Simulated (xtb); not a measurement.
B(H)2(NCO) (CH₂BNO), SMILES BN=C=O. All values are semi-empirical tight-binding results from xtb (GFN2-xTB unless named), good for trends rather than for accurate numbers. The structure is a stationary point at GFN2-xTB.

Optimised geometry:

```xyz
6

B     -0.0331     1.9199     0.0000
H      0.9577     2.5410     0.0000
H     -1.0959     2.4102     0.0000
N      0.0655     0.5381     0.0000
C      0.0000    -0.6479     0.0000
O     -0.0194    -1.8037     0.0000
```

```
Property                                              Result
---------------------------------------------  -------------
point group as xtb finds it                               Cs
orbital gap                                          3.76 eV
dipole moment                                         1.38 D
zero-point energy                              20.6 kcal/mol
G − E(el) at 298.15 K (modified RRHO)           3.9 kcal/mol
static polarisability (D4 model)                  35.0 bohr³
solvation energy, GFN2-xTB/ALPB(water)         -0.9 kcal/mol
solvation energy, GFN2-xTB/ALPB(acetonitrile)  -4.3 kcal/mol
```

Computed IR lines (harmonic; lines under 4 % of the strongest left out, lines within 3 cm⁻¹ merged):
ν (cm⁻¹): 832 (w), 1186 (w), 2526 (vs), 2659 (w) (against the strongest line: vs over 80 %, s over 45 %, m over 15 %, w over 4 %, vw less)

Computed atomic charges and the Wiberg bond orders between heavy atoms:
charges (e) B1 0.27, H2 -0.07, H3 -0.07, N4 -0.21, C5 0.33, O6 -0.26. Bond orders B1–N4 1.20, N4–C5 1.96, N4–O6 0.34, C5–O6 1.91.
